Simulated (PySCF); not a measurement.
ZnCl⁺: frontier orbitals

r²SCAN at R = 2.075 Å; Zn x2c-SVPall, Cl x2c-SVPall; spin-free X2C with a Gaussian nucleus (PySCF 2.14). State: ¹Σ⁺ (singlet), closed shell. Only the outer orbitals are listed, counted within each symmetry.

```tsv
orbital	occ.	ε (eV)	on Zn (%)	main shells (%)
10σ	2	-20.97	92	92 Zn d
4π	2	-20.93	99	99 Zn d
4π	2	-20.93	99	99 Zn d
1δ	2	-20.81	100	100 Zn d
1δ	2	-20.81	100	100 Zn d
11σ	2	-16.26	40	56 Cl p, 34 Zn s
5π	2	-14.01	7	93 Cl p
5π	2	-14.01	7	93 Cl p
12σ	0	-11.92	79	60 Zn s, 21 Cl p, 18 Zn p
6π	0	-6.54	95	94 Zn p
6π	0	-6.54	95	94 Zn p
```

Task: Which are the highest filled and the lowest empty level, where do they sit, and how wide is the gap?

Result: Highest filled 5π at -14.01 eV (in %: 93 Cl p); lowest empty 12σ at -11.92 eV (in %: 60 Zn s, 21 Cl p, 18 Zn p); the gap at r²SCAN is 2.09 eV.

```json
{
  "bond order (Mayer)": "1.54",
  "⟨S²⟩": "0.000",
  "charge on Zn (Mulliken, basis-dependent)": "0.88",
  "charge on Zn (Löwdin, basis-dependent)": "0.69",
  "dipole moment (positive dipole points towards Cl; it is taken about the centre of mass and depends on that origin)": "-5.18 D"
}
```
